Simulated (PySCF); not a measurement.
F₃Sb, SMILES [F][Sb-]([F])[F], charge -1, multiplicity 2.

Geometry: r2SCAN-D4/def2-SVPD. A frequency run showed that this geometry is not a minimum. The def2 effective core potentials stand for the cores of Sb; spin–orbit coupling is left out.

Two levels are set side by side: PBE/def2-TZVPD (PySCF) and ωB97X/def2-TZVPD (PySCF). Same geometry, gas phase. Differences are taken from unrounded values.

```json
[
 {"quantity": "α-spin orbital gap (eV)", "ωB97X": "8.60", "PBE": "2.54", "PBE minus ωB97X": "-6.06"},
 {"quantity": "β-spin orbital gap (eV)", "ωB97X": "8.67", "PBE": "3.02", "PBE minus ωB97X": "-5.65"},
 {"quantity": "mean polarisability (bohr³)", "ωB97X": "57.2", "PBE": "64.4", "PBE minus ωB97X": "7.2"}
]
```

Loosely held outer electrons make PBE densities more polarisable. Differences between two approximate levels are no errors against the true value.

Rough cost on one machine, each run with all the roots and properties that it gave: ωB97X against PBE within a factor of 2.
